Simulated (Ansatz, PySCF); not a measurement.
Nitrogen placed at different ring positions: thiophene 1N. Gas-phase values, no solvent. Strings in code marks are SMILES.

Quantity: electronic energy of isomers of C3H3NS relative to `c1cscn1`, in kcal/mol. The restricted reference of `c1cscn1` and `c1cnsc1` is unstable towards unrestricted orbitals.

Level 1: frozen-core MP2/cc-pVTZ // PBE0-D4/def2-TZVP (Ansatz, a first-principles code)
Level 2: B3LYP/LANL2DZ // PBE0-D4/def2-TZVP (PySCF)
Level 3: PBE/6-31G* // PBE0-D4/def2-TZVP (PySCF)
Level 4: frozen-core MP2/6-31G* // PBE0-D4/def2-TZVP (PySCF)

```tsv
species	level 1	level 2	level 3	level 4
`c1cnsc1`	2.09	10.7	4.31	3.47
```
